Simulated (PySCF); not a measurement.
## A ladder of Hamiltonians for Ge²⁶⁺ (germanium, charge +26)

Occupied: 1s1/2, 2s1/2, 2p1/2. Hartree-Fock calculated with PySCF 2.14 in an even-tempered Gaussian basis (20 s from 2.7 bohr⁻², ratio 2.3; 14 p from 3.2 bohr⁻², ratio 2.3), Gaussian nucleus throughout. NR is non-relativistic, sf-X2C the spin-free one-electron X2C Hamiltonian, X2C adds the bare one-electron spin-orbit term, X2C-SNSO screens it by Boettger's factors, DC is four-component Dirac-Coulomb, and the Gaunt and Breit terms are added at first order (total energies over the DC spinors, levels after relaxing the spinors in that mean field). QED terms are absent. Levels marked empty are virtual spinors of this ion.

| Hamiltonian | E (hartree) | E − E(DC) (hartree) | CPU seconds |
| --- | --- | --- | --- |
| X2C | -1454.8719 | 0.1555 | 0.37 |
| X2C-SNSO | -1454.7463 | 0.2811 | 0.37 |
| DC | -1455.0274 | 0.0000 | 10 |
| DC+Gaunt | -1454.3133 | 0.7141 | 20 |
| DC+Breit | -1454.3495 | 0.6779 | 64 |

| level (eV) | X2C | X2C-SNSO | DC | DC+Gaunt | DC+Breit |
| --- | --- | --- | --- | --- | --- |
| 1s1/2 | -12851.3 | -12851.6 | -12856.3 | -12842.0 | -12842.4 |
| 2s1/2 | -2825.7 | -2825.8 | -2826.3 | -2825.0 | -2825.1 |
| 2p1/2 | -2742.0 | -2740.4 | -2740.7 | -2738.0 | -2738.4 |
| 2p3/2 (empty) | -2570.8 | -2571.6 | -2571.7 | -2570.3 | -2570.7 |
| 3s1/2 (empty) | -1132.5 | -1132.5 | -1132.6 | -1132.3 | -1132.3 |

Weight of the small component: 1s1/2 0.0135, 2s1/2 0.00295, 2p1/2 0.00293, 2p3/2 0.00282, 3s1/2 0.00114.

Koopmans' value for the highest occupied level at DC+Breit: 2738.4 eV, against an ionisation energy of 2737.1 ± 2.3 eV (semi-empirical (NIST evaluation); NIST Atomic Spectra Database, ionization energies); the former lacks relaxation, correlation, QED and recoil.

The whole ladder took 98 s of wall time on 1 thread of Neoverse-V1 (shared host), launched as `OMP_NUM_THREADS=1 python relrun2.py TASK.json OUT` (a driver that calls PySCF for each Hamiltonian).

Dirac-Coulomb iterations, started from the X2C spinors:

```
with_ssss True, with_gaunt False, with_breit False
light speed = 137.03599967994
init E= -1453.20159997116
cycle= 1 E= -1455.02736814782  delta_E= -1.83  |g|= 0.273  |ddm|= 0.0239
cycle= 2 E= -1455.02738360096  delta_E= -1.55e-05  |g|= 0.00107  |ddm|= 0.000663
cycle= 3 E= -1455.02738360265  delta_E= -1.69e-09  |g|= 1.61e-05  |ddm|= 1.46e-05
```
